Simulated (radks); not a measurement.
Results of a calculation; reference values are marked as such.
As, 33 electrons, occupied as [Ar] 3d9.5 4s0.5 4p5 (fractional occupations, a model configuration). Code: a radial shooting solver on a logarithmic mesh with Libxc functionals. Model: Dirac Kohn-Sham, PBE, spin-unpolarised, spherical densities, point nucleus; open shells fill j = l - 1/2 first.

Normalised radial functions P(r) = r R(r) (large component), r in bohr:

r	3p1/2	3p3/2
0.005161	0.0136	0.0102
0.006774	0.0216	0.0171
0.008891	0.0342	0.0283
0.01167	0.0541	0.0463
0.01544	0.0861	0.0759
0.02027	0.1332	0.1204
0.0266	0.2019	0.1860
0.03492	0.2970	0.2783
0.04584	0.4190	0.3984
0.06016	0.5580	0.5376
0.07897	0.6850	0.6687
0.1037	0.7454	0.7383
0.1361	0.6631	0.6708
0.1786	0.3700	0.3952
0.2344	-0.1379	-0.0985
0.3077	-0.7459	-0.7033
0.4039	-1.2332	-1.2022
0.5301	-1.3881	-1.3791
0.6958	-1.1722	-1.1836
0.9133	-0.7525	-0.7728
1.208	-0.3496	-0.3663
1.586	-0.1170	-0.1256
2.082	-0.0257	-0.0284
2.733	-0.0033	-0.0038
3.587	-0.0002	-0.0003
4.708	0.0000	0.0000
6.18	0.0000	0.0000
8.112	0.0000	0.0000

3p1/2: eigenvalue -144.94 eV, 1 radial node at r = 0.220 bohr, <r> = 0.606 bohr, 90 % of the charge inside 0.929 bohr. 3p3/2: eigenvalue -139.86 eV, 1 radial node at r = 0.224 bohr, <r> = 0.617 bohr, 90 % of the charge inside 0.944 bohr.
